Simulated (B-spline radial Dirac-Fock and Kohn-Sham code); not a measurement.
## Photoemission from Tb at 1270 eV, detector at θ = 60°, φ = 180°

System: the Tb atom, [Xe] 4f9 6s2. The computed values come from a radial B-spline solver: Dirac-Hartree-Slater photoionisation with a Latter tail; cross sections with all multipoles, angular parameters from the dipole term and its interference with E2. Thresholds are tabulated edges, those marked * orbital energies of the model. For linearly polarised light dσ/dΩ = σ/(4π) [1 + β P₂(cos θ) + (δ + γ cos²θ) sin θ cos φ], with θ from the polarisation vector and φ the angle between the beam and the projection of the electron momentum on the plane normal to the polarisation. The dipole factor is 1 + βP₂ and the non-dipole term is the rest of the bracket. Open shells are filled statistically over j.

Input file task.json (cfg lists n, l and occupation; rrms is the nuclear radius in fm):

```json
{"items": [{
  "Z": 65,
  "q": 0,
  "cfg": [[1, 0, 2], [2, 0, 2], [2, 1, 6], [3, 0, 2], [3, 1, 6], [3, 2, 10], [4, 0, 2], [4, 1, 6], [4, 2, 10], [4, 3, 9], [5, 0, 2], [5, 1, 6], [6, 0, 2]],
  "A": 159,
  "rrms": 5.06,
  "do": "xps",
  "hv": [56.7, 60, 69.1, 78.6, 89.8, 129.0, 135.0, 148.0, 150, 167.0, 170.0, 413.0, 605.0, 614.0, 763.0, 1253.6, 1270.0, 1486.9, 1680.0, 1950.0, 2000, 2260.0, 2420.0, 2900.0, 3740.0, 3780.0, 8047.8, 9251.7, 11000.0, 15000],
  "edges": {"K": 51996.0, "L1": 8708.0, "L2": 8252.0, "L3": 7514.0, "M1": 1968.0, "M2": 1768.0, "M3": 1611.0, "M4": 1276.9, "M5": 1241.1, "N1": 396.0, "N2": 322.4, "N3": 284.1, "N4": 150.5, "N5": 150.5}
}]}
```

Command: `python xray2_run.py task.json out`

```
subshell  threshold (eV)  σ (kb)     β      γ       δ  dipole factor  non-dipole term  dσ/dΩ (kb/sr)
   3d5/2          1241.1     909  0.67   0.00  -0.001          0.916           +0.001           66.4
      4s           396.0    27.1  1.95   0.40   0.000          0.756           -0.086           1.44
   4p1/2           322.4    31.6  1.60   0.20   0.004          0.799           -0.047           1.89
   4p3/2           284.1    70.4  1.59   0.13   0.003          0.801           -0.030           4.32
   4d3/2           150.5    83.1  1.29  -0.03   0.014          0.839           -0.006           5.51
   4d5/2           150.5     121  1.31  -0.02   0.013          0.836           -0.007           8.00
   4f5/2           9.64*    20.2  1.07   0.34   0.093          0.866           -0.153           1.14
   4f7/2           8.75*    25.7  1.07   0.34   0.093          0.867           -0.155           1.46
      5s          51.54*    4.95  1.96   0.27   0.000          0.755           -0.058          0.274
   5p1/2          31.60*    4.59  1.69   0.10  -0.001          0.789           -0.022          0.281
   5p3/2          26.92*    9.56  1.67   0.06  -0.001          0.791           -0.012          0.593
      6s           5.08*   0.375  1.96   0.26   0.000          0.755           -0.055         0.0209
```
